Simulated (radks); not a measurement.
Values are calculated unless marked as measured or tabulated.
Task: Nd16+, configuration [Kr] 4d8 (the NIST ground configuration). Level of theory: Dirac Kohn-Sham, PBE, spin-unpolarised, spherical densities, finite nucleus; open shells fill j = l - 1/2 first; Fermi nuclear charge, rms radius 4.9123 fm (a radial shooting solver on a logarithmic mesh with Libxc functionals). Some entries of the table are withheld. Estimate them.

orbital,occ.,eigenvalue (eV),<r^2> (bohr^2),<1/r> (bohr^-1)
1s1/2,2,-43716.62,0.0007600,66.05
2s1/2,2,-7368.372,0.01197,15.63
2p1/2,2,-6990.645,0.008750,(1)
2p3/2,4,-6470.538,0.01000,(2)
3s1/2,2,-1875.880,0.08063,5.675
3p1/2,2,-1714.753,0.07562,(3)
3p3/2,4,-1610.473,0.08288,(4)
3d3/2,4,-1330.226,0.06711,(5)
3d5/2,6,-1307.664,0.06915,(6)
4s1/2,2,-635.1214,0.3888,2.441
4p1/2,2,-572.7854,(7),(8)
4p3/2,4,-547.8363,(9),(10)
4d3/2,4,-444.0789,(11),2.058
4d5/2,4,-439.2730,(12),2.029
5s1/2,0,-300.6777,1.441,1.223
5p1/2,0,-276.1903,1.559,1.170
5p3/2,0,-268.3889,1.648,1.128

Result: 
(1) 2p1/2 <1/r> (bohr^-1): 15.62
(2) 2p3/2 <1/r> (bohr^-1): 14.03
(3) 3p1/2 <1/r> (bohr^-1): 5.589
(4) 3p3/2 <1/r> (bohr^-1): 5.194
(5) 3d3/2 <1/r> (bohr^-1): 5.063
(6) 3d5/2 <1/r> (bohr^-1): 4.963
(7) 4p1/2 <r^2> (bohr^2): 0.4051
(8) 4p1/2 <1/r> (bohr^-1): 2.351
(9) 4p3/2 <r^2> (bohr^2): 0.4368
(10) 4p3/2 <1/r> (bohr^-1): 2.227
(11) 4d3/2 <r^2> (bohr^2): 0.4736
(12) 4d5/2 <r^2> (bohr^2): 0.4839
